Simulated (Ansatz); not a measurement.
Molecule: C₄H₄NS, net charge -1, singlet state. It need not be the lowest isomer of its formula. Whether it binds its extra electron was not tested at this geometry. 
Coordinates optimised at B3LYP-D3(BJ)/def2-TZVP (Ansatz, a quantum-chemistry and plane-wave program):
SMILES: [NH-]c1ccsc1
```xyz
10

N     -2.2838    -0.8966    -0.0131
C     -1.0272    -0.4483    -0.0002
C      0.1883    -1.2544     0.1682
C      1.3604    -0.5662     0.1463
S      1.1011     1.1215    -0.0804
C     -0.6227     0.8982    -0.1474
H     -2.2582    -1.9085     0.1157
H      0.1398    -2.3305     0.3010
H      2.3621    -0.9558     0.2506
H     -1.2666     1.7506    -0.2902
```
Charge -1, spin multiplicity 1.

Basis-set convergence of Hartree-Fock and MP2 correlation energies (hartree) with Ansatz. Correlated levels leave the core frozen unless marked. Spin-orbit coupling is left out. No relativistic terms.

| basis | functions | E(HF) | E(corr, MP2) |
|---|---|---|---|
| aug-cc-pV(D+d)Z | 183 | -605.75829 | -0.88632 |
| aug-cc-pV(T+d)Z | 377 | -605.81718 | -1.05921 |
| aug-cc-pV(Q+d)Z | 673 | -605.83241 | -1.11984 |

Extrapolating the two largest sets (X = 3 and 4) as X^-3: E(corr) = (64·(-1.11984) - 27·(-1.05921))/37 = -1.1641 Eh, an estimate of the basis-set limit. The largest set recovers 96.2 % of it, the smallest 76.1 %.
